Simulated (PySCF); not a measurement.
**Charge on either side of a bond**

Species: C8H10Si.
SMILES with atom numbers: `[CH:1]#[C:2][Si@@H:3]1[CH2:4][C:5](=[CH2:6])[C@H:7]1[CH:8]=[CH2:9]` (hydrogens: H10 on C1; H11 on Si3; H12, H13 on C4; H14, H15 on C6; H16 on C7; H17 on C8; H18, H19 on C9)

Geometry (GFN2-xTB, Å), atoms numbered from 1 in this order:
```xyz
19
C8H10Si angstrom
C      0.1220    3.9121    0.7074
C      0.0129    2.8651    0.1263
Si    -0.1520    1.2453   -0.7431
C     -1.8163    0.3239   -0.5220
C     -1.0885   -0.8400    0.1116
C     -1.5283   -2.0612    0.3364
C      0.3106   -0.3014    0.3334
C      1.4131   -1.1768   -0.1208
C      2.5792   -1.3049    0.4904
H      0.2172    4.8296    1.2136
H      0.4077    1.3072   -2.0931
H     -2.5094    0.7944    0.1760
H     -2.3895    0.0486   -1.4061
H     -0.8931   -2.8199    0.7636
H     -2.5411   -2.3510    0.1063
H      0.4645   -0.0311    1.3819
H      1.2199   -1.7189   -1.0387
H      3.3631   -1.9340    0.1037
H      2.7983   -0.7778    1.4055
```

Atomic charges (e) from the PBE0/pcSseg-1 density (PySCF):

| atom | Mulliken | IAO | Hirshfeld | ESP-fitted |
| --- | --- | --- | --- | --- |
| C1 | -0.1797 | -0.1802 | -0.0795 | -0.3099 |
| C2 | -0.1916 | -0.3263 | -0.1563 | -0.2060 |
| Si3 | +0.9013 | +0.9074 | +0.3943 | +0.5498 |
| C4 | -0.4287 | -0.5552 | -0.1637 | -0.5130 |
| C5 | -0.3278 | +0.0277 | +0.0069 | +0.2500 |
| C6 | -0.0366 | -0.3435 | -0.1167 | -0.6076 |
| C7 | -0.4355 | -0.3816 | -0.1085 | -0.1841 |
| C8 | -0.1604 | -0.1253 | -0.0426 | -0.0646 |
| C9 | -0.1424 | -0.3384 | -0.1158 | -0.5038 |
| H10 | +0.0669 | +0.2047 | +0.0994 | +0.2977 |
| H11 | -0.0579 | -0.1060 | -0.0623 | -0.0813 |
| H12 | +0.1653 | +0.1655 | +0.0452 | +0.1577 |
| H13 | +0.1469 | +0.1566 | +0.0419 | +0.1543 |
| H14 | +0.1104 | +0.1517 | +0.0426 | +0.2113 |
| H15 | +0.1019 | +0.1484 | +0.0443 | +0.2174 |
| H16 | +0.1596 | +0.1617 | +0.0464 | +0.1248 |
| H17 | +0.0936 | +0.1419 | +0.0404 | +0.1253 |
| H18 | +0.1109 | +0.1495 | +0.0427 | +0.1861 |
| H19 | +0.1038 | +0.1415 | +0.0414 | +0.1958 |

Problem. Cut each of the bonds C1–C2, C2–Si3, C6–C5, C8–C7 and C9–C8 in turn and sum the charges on the side of the atom named first.

Solution. In e; the other side holds the opposite charge:

```
bond cut  piece  atoms  Mulliken     IAO  Hirshfeld  ESP-fitted
   C1–C2     CH      2    -0.113  +0.024     +0.020      -0.012
  C2–Si3    C2H      3    -0.304  -0.302     -0.136      -0.218
   C6–C5    CH2      3    +0.176  -0.043     -0.030      -0.179
   C8–C7   C2H3      5    +0.006  -0.031     -0.034      -0.061
   C9–C8    CH2      3    +0.072  -0.047     -0.032      -0.122
```

Extremes among these pieces. Mulliken: lowest C2H at C2, highest CH2 at C6; IAO: lowest C2H at C2, highest CH at C1; Hirshfeld: lowest C2H at C2, highest CH at C1; ESP-fitted: lowest C2H at C2, highest CH at C1.

Problem. Do the schemes agree better on the pieces than on the single atoms at the cuts?

Solution. The spread between schemes averages 0.184 e for the pieces and 0.295 e for the atoms named first; it is smaller for the piece at 5 of the 5 cuts. On average they agree better on the pieces. The sign differs between schemes (beyond ±0.03 e) for CH2 at C6 and CH2 at C9.

One conformer (not necessarily the lowest) at the GFN2-xTB geometry, without solvent, vibrations or thermal averaging.
